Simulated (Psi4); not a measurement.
Cl2Sb (SMILES [Cl][Sb+][Cl]), charge +1, singlet, at a GFN2-xTB geometry (all electrons, no relativity), with bond 3-1 at 1.3 times its length; Psi4 1.11 with B3LYP/3-21G.

Psi4 was given this input:
```
memory 2 GB

molecule {
1 1
  Sb    0.37750143   -0.02033636    0.45805429
  Cl    0.77066814    0.35397311   -1.77453146
  Cl   -2.58737459   -0.37475234    0.38306288
}

set basis 3-21g
set scf_type pk

energy('b3lyp')
print_variables()
```

Q: Write the output that Psi4 gives for this input, abridged.

A: 
```
   => Loading Basis Set <=

    Name: 3-21G
    Role: ORBITAL
    Keyword: BASIS

         ---------------------------------------------------------
                                   SCF
               by Justin Turney, Rob Parrish, Andy Simmonett
                          and Daniel G. A. Smith
                              RKS Reference
         ---------------------------------------------------------

  ==> Geometry <==

    Molecular point group: cs
    Full point group: Cs

    Geometry (in Angstrom), charge = 1, multiplicity = 1:

       Center              X                  Y                   Z               Mass
    ------------   -----------------  -----------------  -----------------  -----------------
         SB          -0.418922349095    -0.474717632291     0.000000000000   120.903812000000
         CL           1.844316100842    -0.870796527228     0.000000000000    34.968852682000
         CL          -0.395904012571     2.512119217724     0.000000000000    34.968852682000

  Running in cs symmetry.

  Rotational constants: A =      0.14385  B =      0.05565  C =      0.04013 [cm^-1]
  Rotational constants: A =   4312.52295  B =   1668.47145  C =   1203.03096 [MHz]
  Nuclear repulsion =  390.975685769595941

  Charge       = 1
  Multiplicity = 1
  Electrons    = 84
  Nalpha       = 42
  Nbeta        = 42

  ==> Algorithm <==

  SCF Algorithm Type is PK.
  DIIS enabled.
  MOM disabled.
  Fractional occupation disabled.
  Guess Type is SAD.
  Energy threshold   = 1.00e-06
  Density threshold  = 1.00e-06
  Integral threshold = 1.00e-12

  ==> Primary Basis <==

  Basis Set: 3-21G
    Blend: 3-21G
    Number of shells: 27
    Number of basis functions: 59
    Number of Cartesian functions: 59
    Spherical Harmonics?: false
    Max angular momentum: 2

  ==> DFT Potential <==

   => LibXC <=

    Version 7.1.2
    S. Lehtola, C. Steigemann, M. J. T. Oliveira, and M. A. L. Marques,  SoftwareX 7, 1–5 (2018) (10.1016/j.softx.2017.11.002)

   => Composite Functional: B3LYP <=

    B3LYP Hyb-GGA Exchange-Correlation Functional

    P. J. Stephens, F. J. Devlin, C. F. Chabalowski, and M. J. Frisch,  J. Phys. Chem. 98, 11623 (1994) (10.1021/j100096a001)

    Deriv               =              1
    GGA                 =           TRUE
    Meta                =          FALSE

    Exchange Hybrid     =           TRUE
    MP2 Hybrid          =          FALSE

   => Exchange Functionals <=

    0.0800   Slater exchange
    0.7200         Becke 88

[...]
   @RKS iter   5: -7204.43431784051882   -1.67520e-02   1.09022e-03 DIIS/ADIIS
   @RKS iter   6: -7204.43616106401532   -1.84322e-03   5.64937e-04 DIIS/ADIIS
   @RKS iter   7: -7204.43679476827310   -6.33704e-04   1.18088e-04 DIIS/ADIIS
   @RKS iter   8: -7204.43682391284801   -2.91446e-05   1.84465e-05 DIIS
   @RKS iter   9: -7204.43682452331541   -6.10467e-07   2.96838e-06 DIIS
   @RKS iter  10: -7204.43682454126520   -1.79498e-08   3.97178e-07 DIIS
  Energy and wave function converged.

  ==> Post-Iterations <==

   Electrons on quadrature grid:
      Ntotal   =   83.9999802547 ; deviation = -1.975e-05

    Orbital Energies [Eh]
    ---------------------

    Doubly Occupied:

[...]
    Virtual:

[...]
    Final Occupation by Irrep:
             Ap   App
    DOCC [    31,   11 ]
    NA   [    31,   11 ]
    NB   [    31,   11 ]

  @RKS Final Energy: -7204.43682454126520

   => Energetics <=

    Nuclear Repulsion Energy =            390.9756857695959411
    One-Electron Energy =              -10688.3222411234273750
    Two-Electron Energy =                3271.4604332448898276
    DFT Exchange-Correlation Energy =    -178.5507024323235896
    Empirical Dispersion Energy =           0.0000000000000000
    VV10 Nonlocal Energy =                  0.0000000000000000
    Total Energy =                      -7204.4368245412651959

Computation Completed

Properties will be evaluated at   0.000000,   0.000000,   0.000000 [a0]

Properties computed using the SCF density matrix

 Multipole Moments:

 ------------------------------------------------------------------------------------
     Multipole            Electronic (a.u.)      Nuclear  (a.u.)        Total (a.u.)
 ------------------------------------------------------------------------------------

 L = 1.  Multiply by 2.5417464519 to convert [e a0] to [Debye]
 Dipole X            :         -6.9187094            6.1566629           -0.7620465
 Dipole Y            :         -8.4856582            6.9766544           -1.5090038
 Dipole Z            :          0.0000000            0.0000000            0.0000000
 Magnitude           :                                                    1.6905051

 ------------------------------------------------------------------------------------

  Variable Map:
  ----------------------------------------------------------------------------
[...]
  Array Variable Map:
  ----------------------------------------------------------------------------
[...]
[...]
```
